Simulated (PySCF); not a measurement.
Input for PySCF: R-B3LYP/6-31G* on HCl (SMILES Cl).

```python
from pyscf import gto, scf, dft, mp
from pyscf.data.elements import chemcore

mol = gto.M(
    atom='''
    Cl   -0.41272735   -0.34685482   -0.48214466
    H    -0.29103565   -0.24310584    0.79109653
    ''',
    basis='6-31g*',
    cart=True,
    charge=0, spin=0, verbose=3, max_memory=1800)
mf = dft.RKS(mol, xc='b3lyp')
mf.conv_tol = 1e-8
mf.max_cycle = 100
mf.kernel()
if not mf.converged:
    mf = mf.newton().run(mf.mo_coeff, mf.mo_occ)
```

It printed:

```
converged SCF energy = -460.79567340706
```

Self-consistency was reached.

Cost: around 0.3 core-seconds (rough).
